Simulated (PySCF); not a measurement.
The numbers below are computed, except where a source is named.
**Si3BH9N**

The system: Si3BH9N, a small molecule (built as: Si site whose three back bonds go to SiH3, NH2, BHSiH3); neutral, doublet. The structure, one conformer, was relaxed in the gas phase by PBE0-D3(BJ)/def2-SVP. No frequency run checks that it is a minimum.

SMILES: N[Si]([SiH3])B[SiH3]

| atom | x (Å) | y (Å) | z (Å) |
| --- | --- | --- | --- |
| Si1 | -0.552 | -0.148 | 0.027 |
| Si2 | -2.543 | -1.381 | -0.003 |
| N3 | -0.897 | 1.461 | 0.480 |
| B4 | 1.233 | -0.702 | -0.345 |
| Si5 | 2.740 | 0.606 | -0.210 |
| H6 | -3.505 | -0.800 | -0.992 |
| H7 | -3.188 | -1.347 | 1.347 |
| H8 | -2.237 | -2.793 | -0.376 |
| H9 | -0.162 | 2.157 | 0.560 |
| H10 | -1.817 | 1.827 | 0.691 |
| H11 | 1.410 | -1.856 | -0.658 |
| H12 | 3.764 | 0.199 | 0.810 |
| H13 | 3.471 | 0.781 | -1.510 |
| H14 | 2.277 | 1.981 | 0.194 |

EPR values by unrestricted B3LYP, IGLO-III on B N Si, pcH-1 on H.

Predict g and the largest hyperfine couplings. Where does the spin sit?

g = 2.0018, 2.0022, 2.0038. The spin sits on Si1 (49 %, bonded to 1 B + 1 N + 1 Si), B4 (44 %, bonded to 2 Si + 1 H) by Mulliken populations.
```
atom  isotope  isotropic (MHz)  dipolar, principal values (MHz)
 Si1     29Si            -14.9                -75.9, 36.8, 39.1
  B4      11B             13.7               -20.8, -20.3, 41.1
 H11       1H            -25.1                 -10.9, 0.4, 10.4
 H13       1H             30.1                  -1.6, -1.1, 2.7
 H12       1H             30.0                  -1.6, -1.1, 2.7
 Si5     29Si             25.9                  -1.2, -0.4, 1.6
```

How do the isotropic couplings move with BHandHLYP?

Si1 -14.9 to -25.8 MHz, B4 13.7 to 8.3 MHz, H11 -25.1 to -25.3 MHz, H13 30.1 to 26.8 MHz.

The 2 runs behind this took 2.5 min in all, one thread each of Arm Neoverse V1 on a shared host, launched as `OMP_NUM_THREADS=1 python cluster_run.py task.json out`.
